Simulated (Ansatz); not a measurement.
**Ligand exchange: Ge(CH3)3Br + C2ClF3 → Ge(CH3)3Cl + C2BrF3**

Gas-phase species: Ge(CH3)3Br (bromotrimethylgermane), singlet; C2ClF3 (chlorotrifluoroethylene) `FC(F)=C(F)Cl`, singlet; Ge(CH3)3Cl (chlorotrimethylgermane), singlet; C2BrF3 `FC(F)=C(F)Br`, singlet. The partners trade Br for Cl: Ge–Br and C–Cl bonds give way to Ge–Cl and C–Br.

Shapes, held fixed at every level: PBE0-D4/def2-TZVP. Programs: Ansatz 0.2.0. The zero-point and thermal change to 298 K, harmonic and unscaled (PBE0-D4/def2-TZVP), is -0.6 kJ/mol.

Q: Estimate ΔH(298 K) of this reaction.

A: The highest level, CCSD(T)/def2-TZVPP, gives ΔH(298 K) = +3.2 kJ/mol; the levels span +3.2 to +9.1. That is about zero within the method's error. The column of differences is taken from that level and isn't an error. No measured value is set beside it here. Relativity is left out for Br, Ge. Outer-core shells of Br, Ge are correlated, in sets that cover them unevenly.

```tsv
level	kind	ΔH(298 K) (kJ/mol)	less CCSD(T)/def2-TZVPP
HF/def2-SVP	Hartree–Fock	+3.7	+0.5
HF/def2-TZVPP	Hartree–Fock	+7.4	+4.2
BHLYP-D4/def2-TZVPP	global hybrid	+6.6	+3.4
wB97X-V/def2-TZVPP	range-separated hybrid	+5.1	+1.9
CCSD/def2-SVP	coupled cluster or CI	+9.1	+5.9
CCSD/def2-TZVPP	coupled cluster or CI	+3.5	+0.3
CCSD(T)/def2-TZVPP	coupled cluster or CI	+3.2	0.0
```
